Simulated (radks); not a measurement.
Problem. Coherent X-ray form factor from a spherical all-electron density. Method: Dirac Kohn-Sham, BLYP, spin-unpolarised, spherical densities, finite nucleus; Fermi nuclear charge, rms radius of each element as measured or else 0.836 A^(1/3) + 0.57 fm; computed with a radial shooting solver on a logarithmic mesh with Libxc functionals.

sin(theta)/lambda (1/angstrom),f0 (electrons)
0.05,19.480
0.1,18.211
0.15,16.689
0.2,15.179
0.25,13.751
0.3,12.433
0.4,10.241
0.5,8.704
0.6,7.691
0.8,6.452
1,5.490
1.25,4.341
1.5,3.352
2,2.097

The species is in the configuration that NIST lists as its ground one. Which atom or ion scatters so?

Solution. The scandium ion Sc+, [Ar] 3d1 4s1. Extrapolating in s^2 from the first two rows gives f0(0) = 19.9, near the electron count 20; among species with that count, the fall with angle is slower the higher Z, and the table is that of Z = 21; from so few rows the species is fixed only to a neighbour or two.
